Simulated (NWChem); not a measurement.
System: SiSbH5; SMILES [SbH2][SiH3]

The following NWChem deck was run.

```
start job
memory heap 200 mb stack 900 mb global 1100 mb
geometry units angstroms noautoz
  Sb     0.018032     0.662717     0.021061
  H     -1.224650     0.669991     1.204957
  H     -1.138328     0.685781    -1.247152
  Si     0.033489    -1.922240     0.005260
  H      0.810555    -2.391379    -1.182681
  H     -1.339299    -2.508616    -0.049527
  H      0.720347    -2.406563     1.241678
end
basis spherical
  Sb library def2-tzvp
  H library def2-tzvp
  Si library def2-tzvp
end
ecp
  Sb library def2-ecp
end
dft
  xc b3lyp
  iterations 150
  mulliken
end
task dft energy
```

Structure relaxed at the PBE0/def2-SVP level. def2 effective core potentials on Sb; no spin-orbit coupling.

Task: Predict the main results of this run. (B3LYP/def2-TZVP with def2 effective core potentials on Sb.) Quantities: energy (Ha); highest occupied level (eV); orbital gap (eV); dipole (D).

Result: 
| Quantity | Result |
|---|---|
| energy (Ha) | -532.86 |
| highest occupied level (eV) | -7.08 |
| orbital gap (eV) | 6.36 |
| dipole (D) | 0.31 |
